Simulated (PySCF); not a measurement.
PBE0 on Sm (samarium, neutral), [Xe] 4f5 6s2 6p1, one real determinant (an excited configuration). All numbers are calculated (PySCF 2.14, the spin-free X2C one-electron Hamiltonian (Gaussian nucleus), in Sapporo-DKH3-DZP-2012).

```
cycle= 1 E= -10425.5222577252  delta_E= -0.0252  |g|= 0.0753  |ddm|= 0.524
cycle= 2 E= -10425.524846266  delta_E= -0.00259  |g|= 0.0652  |ddm|= 0.181
cycle= 3 E= -10425.5262368996  delta_E= -0.00139  |g|= 0.0149  |ddm|= 0.0895
cycle= 4 E= -10425.5276701127  delta_E= -0.00143  |g|= 0.00997  |ddm|= 0.129
cycle= 5 E= -10425.528975565  delta_E= -0.00131  |g|= 0.00661  |ddm|= 0.173
cycle= 6 E= -10425.5294828409  delta_E= -0.000507  |g|= 0.00192  |ddm|= 0.158
cycle= 7 E= -10425.5295248226  delta_E= -4.2e-05  |g|= 0.00152  |ddm|= 0.0456
cycle= 8 E= -10425.5295296773  delta_E= -4.85e-06  |g|= 0.000866  |ddm|= 0.0161
cycle= 9 E= -10425.5295356033  delta_E= -5.93e-06  |g|= 0.000198  |ddm|= 0.0178
cycle= 10 E= -10425.529535757  delta_E= -1.54e-07  |g|= 6.57e-05  |ddm|= 0.00473
cycle= 11 E= -10425.5295357976  delta_E= -4.07e-08  |g|= 6.5e-06  |ddm|= 0.00145
cycle= 12 E= -10425.5295357977  delta_E= -6.18e-11  |g|= 4.73e-06  |ddm|= 0.000125
converged SCF energy = -10425.5295357977  <S^2> = 12.567783  2S+1 = 7.1603864
```

Highest occupied orbital energy: -2.659 eV; ⟨L²⟩ = 28.05; populations by l: s 11.66, p 25.00, d 20.34, f 5.00.

Q: Can this result be used?

A: Not for this state. Self-consistency was reached. ⟨L²⟩ = 28.05 against 42 for a pure I term, so this real determinant mixes terms. Spin-orbit coupling, absent here, splits the open shell strongly. ⟨S²⟩ = 12.57 against 12.00 shows spin contamination. The s, p, d and f populations moved away from the nominal configuration during the SCF.
